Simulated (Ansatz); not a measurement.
`C[B]1[O][GeH2]1` and `[SiH3][B]1[O][GeH2]1` differ in one atom or group.

Ansatz, PBE0-D4/def2-TZVP geometries, multiplicity 1. 

Scalar relativity is left out up to krypton.

| property | `C[B]1[O][GeH2]1` |
| --- | --- |
| LUMO energy (PBE/def2-TZVPP) / eV | -1.83 |
| size of the dipole moment (B3LYP/def2-TZVPP) / D | 1.91 |
| size of the dipole moment (PBE/def2-TZVPP) / D | 1.75 |
| LUMO energy (ωB97M-V/def2-TZVPP) / eV | 0.80 |
| HOMO–LUMO gap (B3LYP/def2-TZVPP) / eV | 5.28 |
| HOMO–LUMO gap (ωB97M-V/def2-TZVPP) / eV | 9.59 |

(1) What does the change do to each property? (Best estimate.)

Results:

(1) The calculation gave: 
```tsv
property	`[SiH3][B]1[O][GeH2]1`	shift
LUMO energy (PBE/def2-TZVPP) / eV	-2.26	-0.43
size of the dipole moment (B3LYP/def2-TZVPP) / D	1.41	-0.50
size of the dipole moment (PBE/def2-TZVPP) / D	1.21	-0.54
LUMO energy (ωB97M-V/def2-TZVPP) / eV	0.50	-0.30
HOMO–LUMO gap (B3LYP/def2-TZVPP) / eV	4.99	-0.29
HOMO–LUMO gap (ωB97M-V/def2-TZVPP) / eV	9.20	-0.39
```

Dipoles are sizes alone; their direction can turn.

B3LYP here is the variant with VWN-RPA as its local correlation; programs differ in this.
